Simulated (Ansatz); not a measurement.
Problem. Predict a relaxed structure of SiHMe2F (C2H7FSi), charge 0, singlet, at PBE-D4/def2-SVP (Ansatz).

Solution. 
Cartesian coordinates in Å:
```
Si 0.572 -0.116 -0.408
H 1.120 0.653 -1.582
C -1.138 -0.784 -0.791
H -1.116 -1.463 -1.667
H -1.841 0.044 -1.018
H -1.543 -1.351 0.073
C 0.590 0.937 1.145
H 1.614 1.292 1.379
H 0.219 0.358 2.015
H -0.060 1.828 1.022
F 1.582 -1.398 -0.169
```
Point group Cs (tolerance 0.1 Å). This is one stationary point.
